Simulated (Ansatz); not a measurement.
`C[NH][AlH][O][SiH3]` + `O[SiH](F)[SiH3]` → `C[NH][AlH][F]` + `O[SiH]([SiH3])O[SiH3]`  (redistribution)

Gas-phase electronic energies from Ansatz, PBE0-D4/def2-TZVP geometries. CCSD(T)/CBS adds triple-zeta CCSD(T) − MP2 to the extrapolated MP2 energy (def2 sets, frozen cores). Each species was taken in one conformer, which may not be the lowest.

| level | ΔE (kcal/mol) |
| --- | --- |
| SCS-MP2/def2-TZVPP | 0.5 |
| HF/CBS(def2) | 2.0 |

(1) What does CCSD(T)/CBS give? (An estimate is asked.)

Largest T1 diagnostic among the species: 0.013.

Answers

(1) Ansatz gave: 0.0 kcal/mol. The listed levels differ from it by 0.5, 2.0 kcal/mol.

The D4 term adds −0.9 kcal/mol with B3LYP and −0.5 kcal/mol with PBE0; it sums over pairs of atoms, weighted by their polarisabilities, and B3LYP, whose exchange is more repulsive, gets the larger term. In def2-TZVPP, CCSD(T) changes the Hartree–Fock value by −1.7 kcal/mol (the triples alone add −0.3 kcal/mol) and MP2 by −2.0 kcal/mol.

B3LYP here is the variant with VWN-RPA as its local correlation; programs differ in this.
